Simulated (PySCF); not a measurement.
SMILES Cc1ccccc1Br (C7H7Br), GFN2-xTB optimised geometry.

```
15

C     -2.49     0.33     0.00
C     -0.99     0.35     0.00
C     -0.29     1.55     0.00
C      1.10     1.57     0.00
C      1.81     0.38     0.00
C      1.13    -0.83     0.00
C     -0.25    -0.83     0.00
Br    -1.15    -2.51     0.00
H     -2.86    -0.21     0.87
H     -2.86    -0.19    -0.88
H     -2.89     1.34     0.01
H     -0.84     2.48     0.00
H      1.62     2.51     0.00
H      2.89     0.39     0.00
H      1.67    -1.76     0.00
```

Density from PBE0/def2-TZVP in PySCF 2.14.0 at that geometry.

Minimum of the electron density along straight lines between bonded atoms, close to the bond critical point (lines longer than 1.1 times the sum of covalent radii, or with two minima, are not listed):

```csv
bond,length / Å,ρ at the minimum / e bohr⁻³,∇²ρ there / e bohr⁻⁵,position (fraction from the first atom)
C1–C2,1.494,0.261,-0.69,0.48
C2–C3,1.390,0.318,-0.93,0.51
C3–C4,1.384,0.322,-0.96,0.50
C4–C5,1.384,0.322,-0.96,0.50
C5–C6,1.384,0.321,-0.95,0.50
C2–C7,1.392,0.318,-0.93,0.48
C6–C7,1.383,0.323,-0.96,0.48
C7–Br8,1.912,0.162,-0.19,0.45
C1–H9,1.090,0.278,-0.95,0.64
C1–H10,1.090,0.277,-0.95,0.64
C1–H11,1.087,0.280,-0.96,0.64
C3–H12,1.080,0.287,-1.03,0.65
C4–H13,1.079,0.288,-1.03,0.65
C5–H14,1.079,0.288,-1.03,0.65
C6–H15,1.079,0.289,-1.04,0.65
```
